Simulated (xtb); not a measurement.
Bi(Cl)(OH)2 (BiClH₂O₂), SMILES [OH][Bi]([OH])[Cl]. All values are semi-empirical tight-binding results from xtb (GFN2-xTB unless named), good for trends rather than for accurate numbers. Geometry: GFN2-xTB. Other conformers were not sampled.

For metal compounds this method's bond lengths and energies can be far off.

```yaml
point_group_as_xtb_finds_it: Cs
orbital_gap: 5.99 eV
zero_point_energy: 16.0 kcal/mol
G − E(el) at 298.15 K (modified RRHO): -4.7 kcal/mol
```
